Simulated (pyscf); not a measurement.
Structures and frequencies: ωB97X-D3(BJ)/def2-SVPD in PySCF. Correlated levels are frozen-core, on RHF or UHF. ΔMP2 is the change of the MP2 total energy from the triple- to the quadruple-zeta basis.

### Question
For the elementary gas-phase step `[CH-]=[C]1[CH2][O]1` -> `[O-][C]1=[CH][CH2]1` (singlet surface; C–O broken, C–C formed), what barrier and reaction energy does CCSD(T)/def2-TZVPPD + ΔMP2(QZVPPD) give, measured from the reactant's lowest minimum found?

### Answer
ΔE‡ = 110.0 kJ/mol, ΔE = -153.1 kJ/mol. Zero-point energy shifts the barrier by -7.1 kJ/mol. It is a group migration, with an imaginary mode of 863i cm⁻¹. cyclic C₃H₃O- (SMILES [CH-]=C1CO1) lies 168.0 kJ/mol over its isomer HC⁻=CH–CH=O, and others may lie lower still (electronic energy, ωB97M-D3(BJ)). This is the saddle that the search found; another between the same sides may lie lower. One closed-shell reference is unstable to symmetry breaking; treat the single-reference values with care. The CCSD(T) − MP2 part came from Ansatz, without density fitting, on the same reference. The largest closed-shell T1 diagnostic is 0.039, which may signal static correlation.
